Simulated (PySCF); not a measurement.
These compounds are isomers of formula C₇H₈Cl₂Si.

A. SMILES ClC(C1=C[SiH2]C(=C)C1=C)Cl
B. SMILES [SiH2](C1=CC(=C)C1=C)C(Cl)Cl
C. SMILES C[Si](Cl)(Cl)c1ccccc1

Spectrum 1. ¹H NMR (300 MHz, computed): δ 7.88 (m, 2H), 7.75 (m, 1H), 7.72 (m, 2H), 0.77 (s, 3H). ¹³C{¹H} NMR (computed): δ 141.7 (C), 138.8 (CH), 136.8 (CH), 133.3 (CH), 10.7 (CH3).

Spectrum 2. ¹H NMR (300 MHz, computed): δ 8.01 (s, 1H), 5.70 (t, 1H), 5.22 (m, 1H), 5.18 (m, 1H), 5.16 (m, 1H), 5.11 (m, 1H), 4.65 (d, 2H). ¹³C{¹H} NMR (computed): δ 172.4 (CH), 159.1 (C), 157.3 (C), 157.0 (C), 103.4 (CH2), 101.5 (CH2), 72.6 (CH).

Spectrum 3. ¹H NMR (300 MHz, computed): δ 6.88 (br s, 1H), 6.69 (s, 1H), 6.69 (br s, 1H), 6.48 (br s, 1H), 6.28 (t, 1H), 6.01 (br s, 1H), 4.83 (m, 2H). ¹³C{¹H} NMR (computed): δ 166.5 (C), 146.3 (C), 146.1 (C), 134.4 (CH), 132.1 (CH2), 120.9 (CH2), 86.1 (CH).

Single conformer, non-relativistic Hamiltonian, gas phase, equivalent nuclei averaged. Geometry from GFN2-xTB; PBE0/pcSseg-1 with gauge-including orbitals; PySCF 2.14.

Shifts are taken against calculated references (same method and geometry level): TMS for ¹H and ¹³C. Where no couplings were computed, multiplicities follow the n + 1 count of equivalent neighbours, and m marks all less simple cases (inequivalent or close neighbours, rings, F or P nearby). Shifts are as computed. Against solution values, carbons near 30 ppm lie about +3 ppm off and those near 130 ppm about +5 ppm; carbons on Cl a further +6 ppm. Of 1309 compounds with measured shifts, 239 miss one by over three times the rms of a fit or turn the order of signals round; such compounds aren't used in these exercises. Carbons bonded to Cl come out too deshielded.

Question: Which spectrum belongs to which compound?

Answer: 1–C, 2–B, 3–A.

- Spectrum 1 (C): 5 ¹³C signals; δC 138.8 is an aromatic CH; δC 136.8 is an aromatic CH.
- Spectrum 2 (B): 7 ¹³C signals; δC 159.1 is a fully substituted alkene carbon; δC 157.3 is a fully substituted alkene carbon.
- Spectrum 3 (A): 7 ¹³C signals; δC 146.3 is a fully substituted alkene carbon; δC 146.1 is a fully substituted alkene carbon.
